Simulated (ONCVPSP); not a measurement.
## boron (B), ONCV: configuration errors across variants

ONCVPSP 4.0.1 input, shortened (lines: element, Z, core and valence counts, functional; n l f; lmax; l rc ep ncon nbas qcut; lloc lpopt rc5 dvloc0; l nproj debl; icmod fcfact rcfact), revPBE, scalar-relativistic:

```
  B 5.00    1    2  -102130      upf
    1    0    2.00
    2    0    1.75
    2    1    1.25
    2
    0    1.30    0.00    4    8    6.00
    1    2.80    0.00    4    8    4.60
    2    2.90    0.22    4    7    3.10
    4    5    1.25   -1.00
    0    2    2.50
    1    2    0.90
    2    1    3.50
    3    5.75    1.60
```

All-electron excitation energies from the reference (eV): (1) 2s2 2p1 -1.475; (2) 2s2 2p0 6.694; (3) 2s1 2p0 32.128; (4) 2s2 2p0.5 1.390.

A true bound ghost makes a file unfit for plane-wave use even where its test errors are small: the radial tests pick states by their node count and pass the ghost by.

Errors AE − PS in meV (a dash: test not solved or not reliable):

```tsv
change	(1)	(2)	(3)	(4)	bound ghosts	GHOST(+) flags above zero
base	-1.0	+78	+288	+13	d	none
s: qcut 6.9	-1.0	+78	+291	+13	d	none
all radii but the core radius scaled by about 1.24 (s 1.62, p 3.48, d 3.60 bohr); local potential polynomial inside 1.56 bohr (lpopt 5, dvloc0 -1 Ha)	-1.9	+145	+471	+27	none	p, d
p: nproj 3	-1.0	+78	+288	+13	d	none
```

(1) Give the same row for: core correction polynomial model core, fcfact 0.35.

## Answers

(1) -1.0, +75, +271, +12; bound ghosts: d; GHOST(+) flags above zero: none.
